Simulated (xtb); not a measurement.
Job for xtb: GFN2-xTB on H2OSSi (SMILES O[Si]S), a point of a torsion scan.

```
$ xtb mol.xyz --gfn 2 --opt vtight --chrg 0 --uhf 0 --input xcontrol
5

O     -1.15202687     0.53766008    -0.42985267
Si    -0.12381981    -0.81252933    -0.71109115
S      1.46589941    -0.67415389     0.74909380
H     -2.07397598     0.26826199    -0.20298930
H      2.66279899    -0.57581606    -0.00519039
$constrain
  force constant=1.0
  dihedral: 1,2,3,5,240.0
$end
```

Output:

```
[...]
           -------------------------------------------------
          |                Calculation Setup                |
           -------------------------------------------------



           -------------------------------------------------
          |                 G F N 2 - x T B                 |
           -------------------------------------------------

        Reference                      10.1021/acs.jctc.8b01176
      * Hamiltonian:
        H0-scaling (s, p, d)           1.850000    2.230000    2.230000
        zeta-weighting                 0.500000
      * Dispersion:
        s8                             2.700000
        a1                             0.520000
        a2                             5.000000
        s9                             5.000000
      * Repulsion:
        kExp                           1.500000    1.000000
        rExp                           1.000000
      * Coulomb:
        alpha                          2.000000
        third order                    shell-resolved
        anisotropic                    true
        a3                             3.000000
        a5                             4.000000
        cn-shift                       1.200000
        cn-exp                         4.000000
        max-rad                        5.000000


          ...................................................
          :                      SETUP                      :
          :.................................................:
          :  # basis functions                  26          :
          :  # atomic orbitals                  24          :
          :  # shells                           10          :
          :  # electrons                        18          :
          :  max. iterations                   250          :
          :  Hamiltonian                  GFN2-xTB          :
          :  restarted?                      false          :
          :  GBSA solvation                  false          :
          :  PC potential                    false          :
          :  electronic temp.          300.0000000     K    :
          :  accuracy                    1.0000000          :
          :  -> integral cutoff          0.2500000E+02      :
          :  -> integral neglect         0.1000000E-07      :
          :  -> SCF convergence          0.1000000E-05 Eh   :
          :  -> wf. convergence          0.1000000E-03 e    :
          :  Broyden damping             0.4000000          :
          :  net charge                          0          :
          :  unpaired electrons                  0          :
          ...................................................

 iter      E             dE          RMSdq      gap      omega  full diag
   1    -10.0730827 -0.100731E+02  0.998E+00    2.54       0.0  T
   2    -10.0901488 -0.170661E-01  0.627E+00    2.24       1.0  T
   3    -10.0934071 -0.325834E-02  0.283E+00    1.98       1.0  T
   4    -10.0920237  0.138340E-02  0.147E+00    2.33       1.0  T
   5    -10.0835198  0.850396E-02  0.233E+00    1.84       1.0  T
   6    -10.0949727 -0.114529E-01  0.250E-01    2.21       1.0  T
   7    -10.0949607  0.119783E-04  0.131E-01    2.24       1.0  T
   8    -10.0949720 -0.112875E-04  0.605E-02    2.23       1.0  T
   9    -10.0949774 -0.544627E-05  0.261E-02    2.22       1.7  T
  10    -10.0949788 -0.139876E-05  0.497E-03    2.23       9.0  T
  11    -10.0949789 -0.405777E-07  0.233E-03    2.23      19.2  T
  12    -10.0949789 -0.133979E-07  0.111E-03    2.23      40.1  T
  13    -10.0949789 -0.204536E-08  0.384E-04    2.23     116.6  T
  14    -10.0949789 -0.281515E-09  0.196E-04    2.23     228.4  T

   *** convergence criteria satisfied after 14 iterations ***

         #    Occupation            Energy/Eh            Energy/eV
      -------------------------------------------------------------
         1        2.0000           -0.7332822             -19.9536
       ...           ...                  ...                  ...
         3        2.0000           -0.6064596             -16.5026
         4        2.0000           -0.5394392             -14.6789
         5        2.0000           -0.4812001             -13.0941
         6        2.0000           -0.4686291             -12.7520
         7        2.0000           -0.4507721             -12.2661
         8        2.0000           -0.3735674             -10.1653
         9        2.0000           -0.3487070              -9.4888 (HOMO)
        10                         -0.2669094              -7.2630 (LUMO)
        11                         -0.1795852              -4.8868
        12                         -0.1699658              -4.6250
        13                         -0.1555448              -4.2326
        14                         -0.0451091              -1.2275
       ...                                ...                  ...
        24                          0.6176354              16.8067
      -------------------
[...]
11             -12.3790
         8        2.0000           -0.3612325              -9.8296
         9        2.0000           -0.3463735              -9.4253 (HOMO)
        10                         -0.2535379              -6.8991 (LUMO)
        11                         -0.1865881              -5.0773
        12                         -0.1443018              -3.9267
        13                         -0.1319335              -3.5901
        14                         -0.0400474              -1.0897
       ...                                ...                  ...
        24                          0.7305706              19.8798
      -------------------------------------------------------------
                  HL-Gap            0.0928356 Eh            2.5262 eV
             Fermi-level           -0.2999557 Eh           -8.1622 eV

 SCC (total)                   0 d,  0 h,  0 min,  0.003 sec
 SCC setup                      ...        0 min,  0.000 sec (  1.888%)
 Dispersion                     ...        0 min,  0.000 sec (  0.506%)
 classical contributions        ...        0 min,  0.000 sec (  0.194%)
 integral evaluation            ...        0 min,  0.001 sec ( 24.944%)
 iterations                     ...        0 min,  0.001 sec ( 21.304%)
 molecular gradient             ...        0 min,  0.001 sec ( 47.705%)
 printout                       ...        0 min,  0.000 sec (  3.078%)

         :::::::::::::::::::::::::::::::::::::::::::::::::::::
         ::                     SUMMARY                     ::
         :::::::::::::::::::::::::::::::::::::::::::::::::::::
         :: total energy             -10.078800922416 Eh    ::
         :: gradient norm              0.000010251148 Eh/a0 ::
         :: HOMO-LUMO gap              2.526184422619 eV    ::
         ::.................................................::
         :: SCC energy               -10.125371437847 Eh    ::
         :: -> isotropic ES            0.036187024610 Eh    ::
         :: -> anisotropic ES         -0.000578250014 Eh    ::
         :: -> anisotropic XC         -0.005512807217 Eh    ::
         :: -> dispersion             -0.002537839721 Eh    ::
         :: repulsion energy           0.046560813710 Eh    ::
         :: add. restraining           0.000009701722 Eh    ::
         :: total charge              -0.000000000000 e     ::
         :::::::::::::::::::::::::::::::::::::::::::::::::::::

           -------------------------------------------------
          |                Property Printout                |
           -------------------------------------------------

    * Orbital Energies and Occupations

         #    Occupation            Energy/Eh            Energy/eV
      -------------------------------------------------------------
         1        2.0000           -0.7432388             -20.2246
         2        2.0000           -0.6843588             -18.6224
         3        2.0000           -0.6249030             -17.0045
         4        2.0000           -0.5347183             -14.5504
         5        2.0000           -0.4911787             -13.3657
         6        2.0000           -0.4702575             -12.7964
         7        2.0000           -0.4549211             -12.3790
         8        2.0000           -0.3612325              -9.8296
         9        2.0000           -0.3463735              -9.4253 (HOMO)
        10                         -0.2535379              -6.8991 (LUMO)
        11                         -0.1865881              -5.0773
        12                         -0.1443018              -3.9267
        13                         -0.1319335              -3.5901
        14                         -0.0400474              -1.0897
        15                         -0.0058247              -0.1585
        16                          0.0115959               0.3155
        17                          0.0245022               0.6667
        18                          0.0328151               0.8929
        19                          0.0621180               1.6903
        20                          0.0860212               2.3408
       ...                                ...                  ...
        24                          0.7305706              19.8798
      -------------------------------------------------------------
                  HL-Gap            0.0928356 Eh            2.5262 eV
             Fermi-level           -0.2999557 Eh           -8.1622 eV

     #   Z          covCN         q      C6AA      α(0)
     1   8 O        1.576    -0.434    21.576     6.268
     2  14 Si       1.639     0.460   182.689    28.747
     3  16 S        1.792    -0.446   160.894    21.350
     4   1 H        0.807     0.288     0.759     1.368
     5   1 H        0.923     0.132     1.521     1.929

 Mol. C6AA /au·bohr⁶  :       1058.556671
 Mol. C8AA /au·bohr⁸  :      52317.945018
 Mol. α(0) /au        :         59.661355


Wiberg/Mayer (AO) data.
largest (>0.10) Wiberg bond orders for each atom
Note: The following floating-point exceptions are signalling: IEEE_UNDERFLOW_FLAG IEEE_DENORMAL
normal termination of xtb

 ---------------------------------------------------------------------------
     #   Z sym  total        # sym  WBO       # sym  WBO       # sym  WBO
 ---------------------------------------------------------------------------
     1   8 O    2.260 --     2 Si   1.341     4 H    0.890
     2  14 Si   2.439 --     1 O    1.341     3 S    1.071
     3  16 S    2.079 --     2 Si   1.071     5 H    0.968
     4   1 H    0.917 --     1 O    0.890
     5   1 H    0.983 --     3 S    0.968
 ---------------------------------------------------------------------------

Topologies differ in total number of bonds
Writing topology from bond orders to xtbtopo.mol

molecular dipole:
                 x           y           z       tot (Debye)
 q only:       -0.918      -0.282      -1.444
   full:       -0.990       0.234      -1.083       3.776
molecular quadrupole (traceless):
                xx          xy          yy          xz          yz          zz
 q only:        0.951       1.121       0.203      -1.837       2.678      -1.154
  q+dip:        3.548       0.847      -0.793      -2.933       0.550      -2.755
   full:        5.053       1.431      -1.776      -3.291      -1.435      -3.278

           -------------------------------------------------
          |                Geometry Summary                 |
           -------------------------------------------------

      molecular mass/u    :       78.1655725
   center of mass at/Å    :        0.3560189      -0.5533471       0.0424190
  moments of inertia/u·Å² :        0.2483825E+02   0.1164121E+03   0.1387352E+03
rotational constants/cm⁻¹ :        0.6786963E+00   0.1448100E+00   0.1215094E+00

 * 3 selected distances

     #   Z          #   Z                                           value/Å
     1   8 O        2  14 Si                                      1.6268758 (max)
     1   8 O        4   1 H                                       0.9520510 (min)
     3  16 S        5   1 H                                       1.3261609

 * 3 distinct bonds (by element types)

   Z      Z             #   av. dist./Å        max./Å        min./Å
   1 H    8 O           1     0.9520510     0.9520510     0.9520510
   8 O   14 Si          1     1.6268758     1.6268758     1.6268758
   1 H   16 S           1     1.3261609     1.3261609     1.3261609


optimized geometry written to: xtbopt.xyz


           -------------------------------------------------
          | TOTAL ENERGY              -10.078800922416 Eh   |
          | GRADIENT NORM               0.000010251148 Eh/α |
          | HOMO-LUMO GAP               2.526184422619 eV   |
           -------------------------------------------------

------------------------------------------------------------------------
------------------------------------------------------------------------
 total:
 SCF:
 ANC optimizer:
```

The run finished.

Warnings raised: the energy holds the restraint's term.

Cost: around 0.12 core-seconds (rough).
